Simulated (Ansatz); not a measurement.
```yaml
atoms:
  - { symbol: S, position_ang: [0.0001, 0.0068, -0.1114] }
  - { symbol: H, position_ang: [0.0058, 0.9647, 0.8277] }
  - { symbol: H, position_ang: [0.0032, -0.9791, 0.8265] }
```

Basis set: 6-31G* (spherical functions). Left uncorrelated: 5 orbitals. Charge 0, multiplicity 1.

Computed with Ansatz (development build ahead of 0.2.0); each method stands on the lowest determinant of its kind that the runs found. Restricted open shells among the atoms or ions are ROHF, correlated in semicanonical orbitals with singles.

The atomization energy at this shape (free ground-state atoms in the same class of orbitals less the molecule, no zero-point energy) of singlet H2S:

```tsv
method	atomization energy
RHF	5.37 eV
```

(1) What does RHF-MP2 give?

## Answers

(1) 6.46 eV.
